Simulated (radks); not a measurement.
Q: These are the eigenvalues of the occupied orbitals of an atom or ion with whole-number occupations (hartree). All-electron calculation, Dirac Kohn-Sham, LB94 model potential, spin-unpolarised, spherical densities, finite nucleus; Fermi nuclear charge, rms radius of each element as measured or else 0.836 A^(1/3) + 0.57 fm. Program: a radial shooting solver on a logarithmic mesh with Libxc functionals.

1s1/2: -2596.550
2s1/2: -480.5757
2p1/2: -461.6444
2p3/2: -411.5729
3s1/2: -140.8980
3p1/2: -132.4090
3p3/2: -121.5045
3d3/2: -107.1284
3d5/2: -104.7567
4s1/2: -56.34596
4p1/2: -52.76404
4p3/2: -49.73766
4d3/2: -43.82356
4d5/2: -43.19766

Which element is it, and in what charge state? The configuration may be excited. Open shells, if any, fill j = l - 1/2 first.

A: Z = 74, tungsten, charge +29: W29+ in [Kr] 4d9. The list shows which subshells hold electrons but not how many an open one holds; the 1s level, -2596.6 hartree, gives Z - s = 72.1 by -(Z - s)^2/2, which with screening and relativity narrows Z to a few neighbours, and the depths of the outer levels then fix element, charge and occupations together.
